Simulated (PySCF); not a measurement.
**Radial density of Eu⁴⁶⁺ (europium, charge +46)**

BP86, [Ne] 3s2 3p5, 2P determinant. Computed with PySCF 2.14 in an even-tempered Gaussian basis (18 s from 9.6 bohr⁻², ratio 2.5; 12 p from 12 bohr⁻², ratio 2.5; 4 d from 54 bohr⁻², ratio 2.7; 4 f from 80 bohr⁻², ratio 2.7), with scalar relativity by spin-free X2C-1e.

```tsv
r (bohr)	4πr²ρ (e/bohr)	4πr²(ρα − ρβ)
0.0185	82.28	0.4811
0.0311	72.61	1.4229
0.0523	96.35	2.0662
0.0879	82.71	0.2369
0.148	36.40	2.6832
0.249	34.84	4.8123
0.418	2.732	0.3828
0.704	0.006322	0.0008
```

Densities and radii are taken from the X2C orbitals without a picture-change correction, which distorts them close to the nucleus.

Spin-orbit coupling, absent here, splits the open shell strongly.
